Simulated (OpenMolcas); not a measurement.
Xe VI: the spin-orbit constant, worked from levels

| Item | Value |
| --- | --- |
| Program | OpenMolcas 26.06 |
| Basis | ANO-RCC-VQZP [8s7p5d3f2g] |
| Scalar Hamiltonian | DKH2, point nucleus |
| Active space | 3 electrons in 4 orbitals (5s 5p) |
| State averaging | 2S+1 = 4 odd, 1 root; 2S+1 = 2 odd, 11 roots; 2S+1 = 4 even, 3 roots; 2S+1 = 2 even, 9 roots |
| Spin-orbit coupling | RASSI with atomic mean-field integrals over the reference wave functions, term energies averaged over their components |

Methods: CASSCF; MS-CASPT2, IPEA 0.25 Eh, imaginary shift 0.1 Eh (closed shells correlated: 4d). Measured levels: Saloman, J. Phys. Chem. Ref. Data 33, 765 (2004).

**The spin-orbit constant.** For the Hund term 2P* of p1, E(J) = (A/2) J(J+1) + constant and ζ = 2S·A = A. From J = 1/2 to J = 3/2 the energy changes by 1.5 A.

```tsv
Source	E(3/2) - E(1/2)	A	ζ
CASSCF	13573.1	9048.7	9049
MS-CASPT2	13707.0	9138.0	9138
measured	15599.0	10399.3	10399
```

All in cm-1. MS-CASPT2 is off by -12.1 % and CASSCF by -13.0 %. Both methods take the spin-orbit matrix elements from the reference wave functions, so the second can move ζ only through the term energies and any multistate remixing.

Over all roots computed the reference weight is 0.86 to 0.95 in MS-CASPT2; the roots of lowest weight are the least certain, and an intruder state may touch them. Computed and measured levels are paired by configuration, term and J; levels that our copy of the source lacks, or whose pairing is in doubt (as where it misses far off the trend of its configuration), stay unpaired and out of the deviations. Only configurations of the active space appear.

* marks odd parity.
